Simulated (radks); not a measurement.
Species: Ni15+. Configuration: [Ne] 3s2 3p1 (the NIST ground configuration).

Calculated with a radial shooting solver on a logarithmic mesh with Libxc functionals: scalar-relativistic Kohn-Sham, r2SCAN, spin-polarised, spherical densities, finite nucleus; open shells are filled with parallel spins first; meta-GGA in the generalised Kohn-Sham scheme; Fermi nuclear charge, rms radius 3.7757 fm.

Energy parts (eV):
total: -38421.378
kinetic: 39010.292
electron-nucleus: -84918.473
Hartree: 8799.183
exchange-correlation: -1312.381

Orbitals (lengths in bohr, moments of r in powers of bohr; <r^-3> diverges for s and p1/2):
1s up: occ. 1; eigenvalue (eV) -8755.367
1s down: occ. 1; eigenvalue (eV) -8754.042
2s up: occ. 1; eigenvalue (eV) -1488.636
2s down: occ. 1; eigenvalue (eV) -1487.919
2p up: occ. 3; eigenvalue (eV) -1352.273; <r^-3> 638.7
2p down: occ. 3; eigenvalue (eV) -1350.884; <r^-3> 638.1
3s up: occ. 1; eigenvalue (eV) -522.2681
3s down: occ. 1; eigenvalue (eV) -516.1413
3p up: occ. 1; eigenvalue (eV) -479.1415; <r^-3> 130.4
3p down: occ. 0; eigenvalue (eV) -473.2706; <r^-3> 129.7
3d up: occ. 0; eigenvalue (eV) -417.4264; <r^-3> 17.75
3d down: occ. 0; eigenvalue (eV) -412.6571; <r^-3> 17.90
4s up: occ. 0; eigenvalue (eV) -250.1973
4s down: occ. 0; eigenvalue (eV) -244.4139

The highest occupied level is 3p up at -479.14 eV. Summed over all electrons, <r^2> = 1.806 bohr^2, which gives a Langevin (diamagnetic) susceptibility term of -1.43 x 10^-6 cm^3/mol. The spin density at the nucleus is 0.422 e/bohr^3 (1s -1.818, 2s 0.521, 3s 1.720). For comparison, the ionisation energy in NIST's Atomic Spectra Database is 495 eV (semi-empirical). In exact Kohn-Sham theory the highest level is minus the ionisation energy, but local and semilocal functionals leave it too shallow, through self-interaction and a potential that decays too fast; potentials with the right tail come closer.
